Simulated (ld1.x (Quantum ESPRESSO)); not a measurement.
**Scattering properties, PAW potential for Cs (Z = 55)**

```json
{"Element": "Cs", "Generator": "ld1.x (Quantum ESPRESSO) 7.5", "Type": "PAW", "Functional": "PBE", "Relativity": "scalar-relativistic", "Frozen core": "[Kr] 4d10", "Valence charge": "9", "Reference configuration": "5s2 5p6 5d0 6s1 6p0", "Partial waves": "5s (bound): rcut 2.25, rcutus 3.00 bohr; 6s (bound): rcut 2.25, rcutus 3.00 bohr; 5p (bound): rcut 3.15, rcutus 4.05 bohr; 6p (bound, empty): rcut 3.15, rcutus 4.05 bohr; 5d (bound, empty): rcut 3.90, rcutus 4.50 bohr; 5d channel at 0.95 Ry: rcut 3.90, rcutus 4.50 bohr", "Local potential": "all-electron potential smoothed inside 2.95 bohr (lloc = -1)", "Core correction": "a·sin(br)/r model core inside 2.55 bohr", "Augmentation charge": "BESSEL, radius 2.25 bohr"}
```

The phase is arctan(r·u′/u) with u = r·R(r), unwrapped; energies in Ry, scanned from -4 to 5 Ry. A pole is an energy at which the radial function vanishes at the test radius. The pseudo phase is shifted by a multiple of π to meet the all-electron one at the reference energy, and phase errors are pseudo minus all-electron; the curves can meet again beyond the range given. Levels narrower than the energy grid can be missing from the lists of poles.

| channel | radius (bohr) | reference energy (Ry) | poles, all-electron | poles, pseudo | unbroken range about the reference energy with phases within 0.05 rad | phase error 1 Ry above the reference energy (rad) |
| --- | --- | --- | --- | --- | --- | --- |
| s | 4.89 | -0.15 | 0.48, 3.08 | 0.49, 3.15 | below 1.5 | +0.001 |
| p | 4.89 | -0.05 | -0.98, 0.99, 3.75 | -0.98, -0.55, 0.71, 3.92 | -0.4 to 0.1 | -0.118 |
| d | 4.89 | -0.03 | 0.23, 2.01, 4.96 | 0.23, 1.89, 4.07 | below 2.1 | -0.000 |

The ghost test of this file was not conclusive. Its overlap operator is not positive definite in a basis up to 400 Ry (lowest eigenvalue p -1.13), so the file is unfit for use: the generalised eigenproblem breaks down once the basis is large enough, and its test numbers describe a broken file.

Phases in the d channel:

| E (Ry) | all-electron | pseudo |
| --- | --- | --- |
| -4.00 | 1.468 | 1.468 |
| -3.52 | 1.462 | 1.461 |
| -3.04 | 1.453 | 1.453 |
| -2.56 | 1.442 | 1.442 |
| -2.08 | 1.428 | 1.428 |
| -1.60 | 1.408 | 1.407 |
| -1.12 | 1.375 | 1.374 |
| -0.64 | 1.306 | 1.305 |
| -0.16 | 0.910 | 0.909 |
| 0.32 | -1.654 | -1.656 |
| 0.80 | -2.209 | -2.212 |
| 1.28 | -4.413 | -4.421 |
| 1.76 | -4.658 | -4.678 |
| 2.24 | -4.753 | -4.819 |
| 2.72 | -4.857 | -6.170 |
| 3.20 | -5.310 | -7.716 |
| 3.68 | -7.562 | -7.815 |
| 4.16 | -7.761 | -7.862 |
| 4.64 | -7.825 | -7.901 |
